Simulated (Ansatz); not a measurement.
**Worked example: ideal-gas entropy of SeF6 (selenium hexafluoride)**

A singlet with charge 0, relaxed at PBE0-D4/def2-TZVP (Ansatz 0.2.0):

```xyz
7

F    -0.4967   -1.5877   -0.2913
Se    0.0000    0.0000    0.0000
F     1.3932   -0.5755    0.7616
F    -0.8152   -0.0164    1.4790
F    -1.3933    0.5755   -0.7615
F     0.4966    1.5877    0.2912
F     0.8152    0.0163   -1.4790
```

Harmonic wavenumbers in cm⁻¹: 262, 262, 262, 399, 399, 399, 434, 434, 434, 662, 662, 721, 791, 791, 791.

Masses in u: F 18.998, Se 78.971. Take T = 298.15 K, p = 1 bar, R = 8.3145 J/(mol K), kT/hc = 207.22 cm⁻¹, rigid rotor and harmonic oscillator.

Compute the standard molar entropy.


1. Translation (Sackur–Tetrode): S = R[3/2 ln M + 5/2 ln T − 1.1517] with M = 192.959 gives 174.5 J/(mol K).
2. Rotation: principal moments 216.747, 216.751, 216.754 u Å² give A, B, C = 0.0778, 0.0778, 0.0778 cm⁻¹; the symmetry number is σ = 24; q = (√π/σ)√((kT/hc)³/ABC) = 10152; S = R(ln q + 3/2) = 89.2.
3. Vibration: with u = ν̃/207.22, each mode gives R[u/(eᵘ − 1) − ln(1 − e⁻ᵘ)]; the sum is 50.3, most from 262 cm⁻¹ (6.9), 262 cm⁻¹ (6.9), 262 cm⁻¹ (6.9).
4. Electronic: R ln 1 = 0.0, from the spin multiplicity alone.
5. Sum: 174.5 + 89.2 + 50.3 + 0.0 = 314.0 J/(mol K).

No measured value is set beside it here.
